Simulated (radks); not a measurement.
Results of a calculation; reference values are marked as such.
Question: These are the eigenvalues of the occupied orbitals of an atom or ion with whole-number occupations (Ry). Level of theory: scalar-relativistic Kohn-Sham, XLYP, spin-polarised, spherical densities, finite nucleus; Fermi nuclear charge, rms radius of each element as measured or else 0.836 A^(1/3) + 0.57 fm (a radial shooting solver on a logarithmic mesh with Libxc functionals).

| orbital | eigenvalue |
|---|---|
| 1s up | -3556.204 |
| 1s down | -3556.204 |
| 2s up | -584.7408 |
| 2s down | -584.7379 |
| 2p up | -521.1440 |
| 2p down | -521.1420 |
| 3s up | -129.4204 |
| 3s down | -129.2541 |
| 3p up | -109.6251 |
| 3p down | -109.4598 |
| 3d up | -83.12550 |
| 3d down | -82.99823 |
| 4s up | -26.57854 |
| 4s down | -26.16671 |
| 4p up | -20.06858 |
| 4p down | -19.65932 |
| 4d up | -10.99831 |
| 4d down | -10.59438 |
| 5s up | -4.34355 |
| 5s down | -4.12385 |
| 5p up | -2.78363 |
| 5p down | -2.61959 |
| 4f up | -1.28293 |

Which element is it, and in what charge state? The configuration may be excited. Open shells, if any, are filled with parallel spins first.

Answer: Z = 63, europium, charge +2: Eu2+ in [Xe] 4f7. The list shows which subshells hold electrons but not how many an open one holds; the 1s level, -1778.1 hartree, gives Z - s = 59.6 by -(Z - s)^2/2, which with screening and relativity narrows Z to a few neighbours, and the depths of the outer levels then fix element, charge and occupations together.
